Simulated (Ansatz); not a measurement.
BFH4SSi, SMILES `B[SiH](F)S`, relaxed with RKS PBE-D4/def2-SVP in Ansatz 0.2.0 from a rough embedded geometry. The force threshold is 0.03 eV/Å; the program also tests the step.

The species carries charge 0 and has multiplicity 1.

Start:

```xyz
8

B     0.253   -1.120    0.623
Si   -0.631    0.312   -0.206
F    -1.061    1.407    0.969
S     0.613    1.277   -1.623
H     0.681   -2.071   -0.050
H     0.427   -1.211    1.806
H    -1.857   -0.165   -0.906
H     1.575    1.570   -0.613
```

```json
{"step": "1", "energy (eV)": "-22151.0216", "largest force (eV/Å)": "2.145", "largest move (Å)": "0.000"}
{"step": "2", "energy (eV)": "-22151.2338", "largest force (eV/Å)": "1.006", "largest move (Å)": "0.106"}
{"step": "3", "energy (eV)": "-22151.3010", "largest force (eV/Å)": "0.291", "largest move (Å)": "0.183"}
{"step": "4", "energy (eV)": "-22151.3042", "largest force (eV/Å)": "0.637", "largest move (Å)": "0.195"}
{"step": "5", "energy (eV)": "-22151.3472", "largest force (eV/Å)": "0.599", "largest move (Å)": "0.122"}
{"step": "6", "energy (eV)": "-22151.3875", "largest force (eV/Å)": "0.407", "largest move (Å)": "0.181"}
{"step": "7", "energy (eV)": "-22151.4284", "largest force (eV/Å)": "0.297", "largest move (Å)": "0.194"}
{"step": "8", "energy (eV)": "-22151.4623", "largest force (eV/Å)": "0.621", "largest move (Å)": "0.193"}
{"step": "9", "energy (eV)": "-22151.4946", "largest force (eV/Å)": "0.733", "largest move (Å)": "0.184"}
{"step": "10", "energy (eV)": "-22151.5534", "largest force (eV/Å)": "1.159", "largest move (Å)": "0.154"}
{"step": "11", "energy (eV)": "-22151.6210", "largest force (eV/Å)": "1.065", "largest move (Å)": "0.136"}
{"step": "12", "energy (eV)": "-22151.6600", "largest force (eV/Å)": "0.905", "largest move (Å)": "0.091"}
{"step": "13", "energy (eV)": "-22151.6901", "largest force (eV/Å)": "0.372", "largest move (Å)": "0.090"}
{"step": "14", "energy (eV)": "-22151.6960", "largest force (eV/Å)": "0.115", "largest move (Å)": "0.027"}
{"step": "15 (rejected)", "energy (eV)": "-22151.6941", "largest force (eV/Å)": "0.243", "largest move (Å)": "0.048"}
{"step": "16", "energy (eV)": "-22151.6972", "largest force (eV/Å)": "0.023", "largest move (Å)": "0.013"}
```

End:

```xyz
8

B     0.504   -0.941    0.379
Si   -1.039    0.186    0.007
F    -1.363    1.587    0.799
S     1.011    0.442   -1.066
H     0.450   -2.009   -0.203
H     1.155   -0.806    1.394
H    -2.067    0.076   -1.081
H     1.350    1.466   -0.228
```

Hardware: 2 threads of an AMD EPYC 7B13 on a shared host. Wall time 19 s, peak host memory 0.16 GiB.
